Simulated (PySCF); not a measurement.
Identify the unknown among the candidates.

All candidates are C6H14Si2.

| technique | computed result |
| --- | --- |
| 13C NMR | chemical shifts (computed TMS as zero) by class: 4.8 (6 C) ppm [GIAO PBE0/pcSseg-1] |
| Rotational structure | rotational constants A, B, C: 1.721, 1.479, 1.478 GHz [GFN2-xTB] |
| Dipole | 0.00 D by symmetry (numerical residue 0.01 D) [PBE0/pcSseg-1] |
| 1H NMR | chemical shifts (computed TMS as zero) by class: 4.13 (2 H), 1.03 (12 H) ppm [GIAO PBE0/pcSseg-1] |
| NMR, other nuclei | isotropic shieldings of nuclei other than C and H, by class: 383 (2 Si) ppm [GIAO PBE0/pcSseg-1] |

Gas-phase values; electronic properties from PySCF, density fitting. Levels stand in brackets. Geometry: GFN2-xTB; no solvent, vibrations or thermal averaging. NMR values are class means; diastereotopic atoms form classes of their own.

Question: Which candidate is it?
A. `[SiH3][SiH2]C1=CCCCC1`
B. `C1C[SiH]2CC[SiH]1CC2`
C. `CC#CCCC([SiH3])[SiH3]`

Answer: B. It is `C1C[SiH]2CC[SiH]1CC2`. Numbering: `[CH2:1]1[CH2:2][Si@H:3]2[CH2:4][CH2:5][Si@@H:6]1[CH2:7][CH2:8]2`. Its formula, C6H14Si2, gives 2 degrees of unsaturation: 2 rings and 0 π bonds in the structure found. 6 carbons fall into 1 class: ring sp3 carbon bound to silicon [C1/C2/C4/C5/C7/C8] (4.8 ppm, 6 C). Hydrogen classes from least to most shielded: 2 H on 2 SiH silicons, Si3/Si6 (4.13 ppm), 12 H on 6 like atoms (sp3 carbon bound to silicon), C1/C2/C4/C5/C7/C8 (1.03 ppm). The other shieldings belong to: 383 ppm, SiH silicon [Si3/Si6]. The vanishing dipole is forced by symmetry. The optimised geometry has point group D3 and is a prolate symmetric top (the spread among constants that symmetry makes equal is optimisation noise).

The others, at the same levels:
- `[SiH3][SiH2]C1=CCCCC1` fails: it has 6 carbon classes against 1; its computed 13C shifts are 147.8 (1 C), 138.8 (1 C), 33.1 (1 C), 32.0 (1 C), 26.8 (1 C), 25.7 (1 C) ppm, 1H shifts are 6.51 (1 H), 4.22 (2 H), 3.41 (3 H), 2.23 (2 H), 2.13 (2 H), 1.63 (2 H), 1.63 (2 H) ppm and dipole moment is 1.26 D (against 0.00 D by symmetry).
- `CC#CCCC([SiH3])[SiH3]` fails: it has 6 carbon classes against 1; its computed 13C shifts are 84.9 (1 C), 84.5 (1 C), 33.1 (1 C), 23.0 (1 C), 4.7 (1 C), 0.1 (1 C) ppm, 1H shifts are 3.90 (6 H), 2.45 (2 H), 2.00 (3 H), 1.61 (2 H), 1.07 (1 H) ppm and dipole moment is 1.05 D (against 0.00 D by symmetry).

Each candidate is one conformer, not necessarily the lowest. The conformers computed, where there is a choice (atom-mapped SMILES and torsion angles):
- `[CH3:1][C:2]#[C:3][CH2:4][CH2:5][CH:6]([SiH3:7])[SiH3:8]`: C3–C4–C5–C6 62°, C4–C5–C6–Si7 66°

The conformers of `C1C[SiH]2CC[SiH]1CC2` and `[SiH3][SiH2]C1=CCCCC1` aren't listed.
